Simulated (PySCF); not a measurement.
Computed with delta-SCF UKS SCAN, pcX-2 on the ionised atom, pcseg-1 elsewhere, spin-free X2C (PySCF). Geometries: PBE0-D3(BJ)/def2-SVP; isolated species, one conformer each. Kα1 is taken as the energy difference of the 1s-hole and 2p3/2-hole states at the ground state's geometry. For 2p shells one spin-free hole was relaxed; a mean-field spin–orbit operator and the ground-state splitting of the three 2p orbitals were then diagonalised within the shell. The shell's mean is (2 × 2p3/2 + 2p1/2)/3, and the degeneracies 2j + 1 give areas of 2:1.

| site | Si 2p3/2 (eV) |
| --- | --- |
| silicon in `CC([SiH2][AsH2])C` | 106.24 |
| silicon in `CB(C)[N]([SiH3])[GeH3]` | 106.87 |
| silicon in `[SiH2](B(C)C)[NH][GeH3]` | 106.00 |
| silicon in `CCC[AsH][SiH3]` | 106.45 |

Question: What are the Si 1s binding energies, and the Kα1 emission energies that follow?

Answer: 
```csv
site,bonded to,1s (eV),2p3/2 (eV),Kα1 = 1s − 2p3/2 (eV)
silicon in `[SiH2](B(C)C)[NH][GeH3]`,"N, 2 H and B",1845.84,106.00,1739.84
silicon in `CC([SiH2][AsH2])C`,"C, 2 H and As",1845.97,106.24,1739.73
silicon in `CCC[AsH][SiH3]`,3 H and As,1846.18,106.45,1739.73
silicon in `CB(C)[N]([SiH3])[GeH3]`,N and 3 H,1846.73,106.87,1739.86
```

Ranges: 1s 0.89 eV, 2p3/2 0.87 eV, Kα1 0.13 eV.
